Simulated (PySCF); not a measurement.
# MO₂ across group 14

Level: PBE0, basis family def2-TZVP, scalar-relativistic core potentials from Rb on and no relativity for lighter atoms.

Each entry is the lowest minimum that a search over a few typed start shapes (and spin states, where more than one is plausible) found, or that minimum re-optimised at the stated level; isomers with ligand–ligand bonds, or fragments after loss of a ligand pair, can lie lower. Open shells are unrestricted; no spin–orbit coupling; PySCF with density fitting.

```json
{"molecule": "CO₂", "2S+1": "1", "point group": "D∞h", "mean bond to the central atom (Å)": "1.157", "distinct angles (°)": "180", "lowest ω (cm⁻¹)": "688", "highest ω (cm⁻¹)": "2456", "atomisation (kJ/mol)": "1638"}
{"molecule": "SiO₂", "2S+1": "1", "point group": "D∞h", "mean bond to the central atom (Å)": "1.506", "distinct angles (°)": "180", "lowest ω (cm⁻¹)": "299", "highest ω (cm⁻¹)": "1471", "atomisation (kJ/mol)": "1189"}
{"molecule": "GeO₂", "2S+1": "1", "point group": "D∞h", "mean bond to the central atom (Å)": "1.613", "distinct angles (°)": "180", "lowest ω (cm⁻¹)": "216", "highest ω (cm⁻¹)": "1101", "atomisation (kJ/mol)": "937"}
{"molecule": "SnO₂", "2S+1": "1", "point group": "D∞h", "mean bond to the central atom (Å)": "1.799", "distinct angles (°)": "180", "lowest ω (cm⁻¹)": "162", "highest ω (cm⁻¹)": "918", "atomisation (kJ/mol)": "749"}
{"molecule": "PbO₂", "2S+1": "1", "point group": "D∞h", "mean bond to the central atom (Å)": "1.869", "distinct angles (°)": "180", "lowest ω (cm⁻¹)": "155", "highest ω (cm⁻¹)": "823", "atomisation (kJ/mol)": "624"}
```

The bond lengthens at every step; the largest change, 0.349 Å, falls between CO₂ and SiO₂ among the members listed.

Spin–orbit coupling can matter for PbO₂.

Left out of the table are members whose search was unfinished or whose lowest solution was spin-contaminated, unstable, very soft or bonded differently.
